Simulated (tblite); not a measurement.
Species: C₆H₇NO₂ (charge -1 and doublet state).
SMILES with atom numbers: `[CH3:1][NH:2][C:3]1=[CH:4][C:5]([O-:6])[CH:7]=[CH:8][O:9]1` (hydrogens: H10, H11, H12 on C1; H13 on N2; H14 on C4; H15 on C7; H16 on C8)

A start from a force field or distance geometry was refined with tblite 0.8.0, GFN2-xTB geometry optimisation, gas phase. Values at the start:

| coordinate | start |
| --- | --- |
| C1–N2 | 1.447 Å |
| C1–H10 | 1.102 Å |
| C1–H11 | 1.128 Å |
| N2–C3 | 1.408 Å |
| N2–H13 | 1.049 Å |
| C3=C4 | 1.340 Å |
| C3–O9 | 1.391 Å |
| C4–C5 | 1.481 Å |
| C4–H14 | 1.097 Å |
| C5–O6 | 1.375 Å |
| C5–C7 | 1.473 Å |
| C7=C8 | 1.325 Å |
| C7–H15 | 1.095 Å |
| C8–O9 | 1.387 Å |
| C8–H16 | 1.095 Å |
| C1–N2–C3 | 118.0° |
| N2–C3–C4 | 119.9° |
| N2–C3–O9 | 118.4° |
| C3–O9–C8 | 117.4° |
| C4–C3–O9 | 121.7° |
| C4–C5–O6 | 114.2° |
| C5–C7–C8 | 121.8° |
| O6–C5–C7 | 115.0° |

Question: How do these coordinates change at the GFN2-xTB level?

Answer: 
```json
{"coordinate": "C5–O6", "GFN2-xTB (Å or °)": "1.274", "change": "-0.101"}
{"coordinate": "C5–C7", "GFN2-xTB (Å or °)": "1.428", "change": "-0.045"}
{"coordinate": "C1–H11", "GFN2-xTB (Å or °)": "1.089", "change": "-0.039"}
{"coordinate": "C7=C8", "GFN2-xTB (Å or °)": "1.359", "change": "+0.034"}
{"coordinate": "C4–C5", "GFN2-xTB (Å or °)": "1.448", "change": "-0.033"}
{"coordinate": "N2–H13", "GFN2-xTB (Å or °)": "1.017", "change": "-0.032"}
{"coordinate": "C8–O9", "GFN2-xTB (Å or °)": "1.417", "change": "+0.030"}
{"coordinate": "C8–H16", "GFN2-xTB (Å or °)": "1.080", "change": "-0.015"}
{"coordinate": "C4–H14", "GFN2-xTB (Å or °)": "1.082", "change": "-0.015"}
{"coordinate": "N2–C3", "GFN2-xTB (Å or °)": "1.421", "change": "+0.013"}
{"coordinate": "C3–O9", "GFN2-xTB (Å or °)": "1.404", "change": "+0.013"}
{"coordinate": "C7–H15", "GFN2-xTB (Å or °)": "1.083", "change": "-0.012"}
{"coordinate": "C1–N2", "GFN2-xTB (Å or °)": "1.457", "change": "+0.010"}
{"coordinate": "C3=C4", "GFN2-xTB (Å or °)": "1.347", "change": "+0.007"}
{"coordinate": "C1–H10", "GFN2-xTB (Å or °)": "1.101", "change": "-0.001"}
{"coordinate": "O6–C5–C7", "GFN2-xTB (Å or °)": "124.6", "change": "+9.6"}
{"coordinate": "C4–C5–O6", "GFN2-xTB (Å or °)": "123.2", "change": "+9.0"}
{"coordinate": "N2–C3–O9", "GFN2-xTB (Å or °)": "111.4", "change": "-7.0"}
{"coordinate": "C3–O9–C8", "GFN2-xTB (Å or °)": "112.9", "change": "-4.5"}
{"coordinate": "N2–C3–C4", "GFN2-xTB (Å or °)": "124.3", "change": "+4.4"}
{"coordinate": "C1–N2–C3", "GFN2-xTB (Å or °)": "115.0", "change": "-3.0"}
{"coordinate": "C4–C3–O9", "GFN2-xTB (Å or °)": "124.3", "change": "+2.6"}
{"coordinate": "C5–C7–C8", "GFN2-xTB (Å or °)": "123.1", "change": "+1.3"}
```

The energy falls by 1.586 eV over 193 L-BFGS steps, the largest force on an atom goes from 3.95 to 0.009 eV/Å, and the atoms move by 1.236 Å rms after alignment. The bond that changes most is C5–O6 (ends: carbon bonded to 2 C and O; oxygen bonded to C), which shortens by 0.101 Å. Bonds longer at the end by more than 0.005 Å: 6 of 16; shorter: 9. Among the dihedrals that turn most is C1–N2–C3–O9, from 108° to -110°. Rotational constants go from 3068, 1215, 933.1 to 2996, 1241, 928.9 MHz.

Time: 2.0 s of wall time. Hardware: an Arm Neoverse N1 with one thread, shared host with 48 logical CPUs at a one-minute load of 19.

Its GFN2-xTB frequencies are all real (lowest 34 cm⁻¹). Whether the extra electron is bound in the gas phase wasn't checked; a finite basis holds it in any case.

One conformer stands for the species.

These are computed values.
